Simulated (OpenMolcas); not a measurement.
Be⁺: thermal populations, worked from levels

| Property | Result |
| --- | --- |
| Program | OpenMolcas |
| Basis | ANO-RCC-VDZP [3s2p1d] |
| Scalar Hamiltonian | X2C, point nucleus |
| Active space | 1 electron in 8 orbitals (2s 2p 3s 3p) |
| State averaging | 2S+1 = 2 even, 1 root; 2S+1 = 2 odd, 3 roots |
| Spin-orbit coupling | RASSI with atomic mean-field integrals over the reference wave functions, term energies averaged over their components |

Methods: CASSCF; SS-CASPT2, IPEA 0.25 Eh, imaginary shift 0.1 Eh (closed shells correlated: 1s). Measured levels: NIST Handbook of Basic Atomic Spectroscopic Data.

**Thermal populations.** Z = Σ (2J + 1) exp(-E/kT) with k = 0.695035 cm-1/K, over the levels below. No other level of either list lies under 88200 cm-1, which is above 7 kT at each temperature.

| Level | 2J + 1 | SS-CASPT2 | measured |
| --- | --- | --- | --- |
| 2s ²S_1/2 | 2 | 0.0 | 0.0 |
| 2p ²P°_1/2 | 2 | 32788 | 31929 |
| 2p ²P°_3/2 | 4 | 32794 | 31935 |

```
T (K)  Z, SS-CASPT2  Z, measured levels  Ground level (%), SS-CASPT2  Ground level (%), measured levels
12000         2.118               2.130                         94.4                               93.9
```

At 12000 K, kT = 8340 cm-1, and the computed levels give Z = 2.000 + 0.039 + 0.078 = 2.118.

With one active electron outside closed inactive shells, the extra shells (3p 3s) add no correlation to the reference. ANO sets are built for ground and valence states and can reach diffuse excited orbitals poorly. With one active electron the reference holds no correlation, so core polarisation is missing (holds for CASSCF). With one active electron, CASPT2 adds the correlation within the correlated inactive shells and between them and that electron, and leaves the splitting within a term as the reference gives it (holds for SS-CASPT2). Measured partners are found by configuration, term and J. A level has none where our copy of the source lacks it or the pairing is in doubt (some pairs that miss far off the trend of their configuration count as doubtful), and it then counts in no deviation. Levels of configurations outside the active space are missing.

° marks odd parity.
